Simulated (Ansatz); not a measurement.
Geometry optimisation, RKS LDA/def2-SVP (Ansatz).

input.yaml

```yaml
crystal:
  periodic: [false, false, false]
  atoms:
    - { symbol: Mo, position_ang: [0.057921, -0.151449, -0.159171] }
    - { symbol: F, position_ang: [-0.076226, -0.114627, 1.639602] }
    - { symbol: Cl, position_ang: [2.312229, 0.035171, 0.085175] }
    - { symbol: F, position_ang: [-0.078272, 1.676165, -0.234319] }
    - { symbol: Cl, position_ang: [-2.206407, -0.288309, -0.297988] }
    - { symbol: F, position_ang: [0.163289, -1.976695, -0.057834] }
    - { symbol: Cl, position_ang: [0.279553, -0.273344, -2.41435] }
    - { symbol: H, position_ang: [-1.468561, 1.709356, 1.375042] }
    - { symbol: H, position_ang: [-1.392726, 1.500632, 2.067942] }
basis:
  gaussian: { orbitals: def2-SVP }
hamiltonian:
  xc: lda
relax:
  f_tol: 0.03
  max_steps: 50
output:
  orbitals: {}
```

Launched with:

```bash
$ ansatz run input.yaml --threads 4 --pin off --max-ram 5120MiB --backend cpu --events-out ev --progress --plain --runs-dir out
```

Q: Where does it end, and by what steps?

A: It converged. The force dipped under the threshold on the way, but the program's further checks kept it going. After 15 steps the energy has fallen by 0.205 eV; H8 moved furthest, 0.75 Å.

```
step  energy less start (eV)  largest force component (eV/Å)  accepted
   0                  0.0000                           1.980       yes
   1                 -0.1630                           0.379       yes
   2                 -0.1923                           0.218       yes
   3                 -0.1993                           0.136       yes
   4                 -0.2012                           0.088       yes
   5                 -0.2027                           0.094       yes
   6                 -0.2033                           0.085       yes
   7                 -0.2038                           0.026       yes
   8                 -0.2041                           0.043       yes
   9                 -0.2039                           0.173        no
  10                 -0.2045                           0.016       yes
  11                 -0.2026                           0.334        no
  12                 -0.2048                           0.062       yes
  13                 -0.2041                           0.181        no
  14                 -0.2052                           0.015       yes
  15                 -0.2053                           0.027       yes
```

```xyz
9
Properties=species:S:1:pos:R:3
Mo 0.091 -0.246 -0.255
F -0.125 -0.191 1.575
Cl 2.324 0.007 0.076
F -0.098 1.572 -0.317
Cl -2.161 -0.477 -0.440
F 0.273 -2.064 -0.132
Cl 0.360 -0.346 -2.499
H -1.685 2.257 1.840
H -1.388 1.605 2.156
```

Whether the end is a true minimum wasn't checked by a vibrational analysis.

Time of the run: 21 s on 4 threads of Intel(R) Xeon(R) Platinum 8488C (Sapphire Rapids), with other jobs on the host, peak memory 0.23 GiB.
